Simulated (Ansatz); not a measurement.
Basis-set extrapolation for ClH₃NOSi (`N[SiH]([O])Cl`) radical (PBE0-D4/def2-TZVP geometry, frozen core, Ansatz). Multiplicity 2, UHF reference.

```
                      def2-TZVPP   def2-QZVPP
                 HF  -879.657624  -879.686215
    MP2 correlation    -0.704259    -0.766935
CCSD(T) correlation    -0.779111      not run
```

Energies in hartree. Use E(X) = E(∞) + A·exp(−7.88·√X) for Hartree–Fock and E(X) = E(∞) + B·X^(−2.97) for correlation, with X = 3 and 4, and add CCSD(T) minus MP2 of the smaller set to the MP2 limit.

**Question.** What is the CCSD(T) energy at the basis-set limit?

**Answer.** HF limit: -879.686215 + (-0.028591) × 0.13774 = -879.69015. MP2 limit: -0.766935 + (-0.062676) × 0.74074 = -0.81336. Higher-order term: -0.779111 − (-0.704259) = -0.07485. Total: -880.57836 hartree, 371.8 kJ/mol below CCSD(T)/def2-TZVPP.
